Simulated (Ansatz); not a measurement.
Basis-set series for `CO[SiH]1[CH2][Al]1[F]`. Total charge 0; spin multiplicity 1. Geometry: relaxed with PBE0-D4/def2-TZVP. It is one conformer, not always the lowest.

```csv
functional,basis,functions,energy (Eh),HOMO (eV),LUMO (eV)
PBE0-D4,def2-SVP,122,-785.99811,-6.11,-1.22
PBE0-D4,def2-QZVPP,548,-786.53020,-6.20,-1.40
ωB97M-V,def2-SVP,122,-786.36643,-8.06,0.56
ωB97M-V,def2-QZVPP,548,-786.90514,-8.17,0.22
```

Task: Give the rows for def2-TZVPP. (Best estimate.)

Result: Computed: 
```
functional       basis  functions  energy (Eh)  HOMO (eV)  LUMO (eV)
   PBE0-D4  def2-TZVPP        292   -786.49814      -6.17      -1.35
   ωB97M-V  def2-TZVPP        292   -786.87467      -8.14       0.38
```

Positive LUMOs are unbound and depend on the basis.
